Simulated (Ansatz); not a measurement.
Basis sets compared for the cluster Au4⁻. The state is a doublet with charge -1. Geometry PBE0-D4/def2-SVPD. Ansatz on 4 threads of Arm Neoverse V2 on a shared host; times are rough, and most runs start from earlier orbitals.

```xyz
4

Au    0.097    0.675   -1.138
Au    0.303   -2.419    3.044
Au   -0.322    2.429   -3.030
Au   -0.077   -0.686    1.124
```

In the def2 sets Au takes a core potential; there is no spin–orbit coupling. The structure comes from a short search, and lower isomers may exist.

| level | functions | energy (Eh) | HOMO (eV) | LUMO (eV) | wall time |
| --- | --- | --- | --- | --- | --- |
| PBE-D4/def2-SVPD | 140 | -543.2772 | -1.30 | -0.99 | 3.2 s |
| PBE0-D4/def2-SVPD | 140 | -543.0719 | -1.79 | -0.22 | 4.9 s |

**Question.** Estimate the rows for PBE-D4/def2-TZVPD, PBE0-D4/def2-TZVPD (with forces).

**Answer.** 
```json
{"level": "PBE-D4/def2-TZVPD", "functions": "172", "energy (Eh)": "-543.3058", "HOMO (eV)": "-1.37", "LUMO (eV)": "-1.06", "wall time": "3.5 s"}
{"level": "PBE0-D4/def2-TZVPD (with forces)", "functions": "172", "energy (Eh)": "-543.0989", "HOMO (eV)": "-1.86", "LUMO (eV)": "-0.27", "wall time": "8 s"}
```
